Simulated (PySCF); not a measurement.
Se(SH)(OSiH3) (H4OSSeSi), SMILES [SiH3]O[Se]S.

Coordinates come from a PBE0-D3(BJ)/def2-SVP optimisation. This is a generated structure with no PubChem entry under its InChIKey; it may be hypothetical. One conformer was computed; it need not be the lowest.

Two levels are set side by side: PBE/def2-TZVP (PySCF) and HF/def2-TZVP (PySCF). Same geometry, gas phase. Differences are taken from unrounded values.

| quantity | HF | PBE | PBE minus HF |
|---|---|---|---|
| orbital gap (eV) | 12.03 | 3.41 | -8.62 |
| highest occupied level (eV) | -9.71 | -5.68 | 4.02 |
| lowest empty level (eV) | 2.32 | -2.27 | -4.59 |
| dipole moment (D) | 0.62 | 0.54 | -0.08 |
| mean polarisability (bohr³) | 69.3 | 77.0 | 7.6 |

PBE's occupied levels lie high since its potential decays too fast outside the molecule; exact exchange lowers them and widens the gap. PBE's more diffuse valence density responds more strongly to a field. Differences between two approximate levels are no errors against the true value.

Rough cost on one machine, each run with all the roots and properties that it gave: HF against PBE about 1/3.
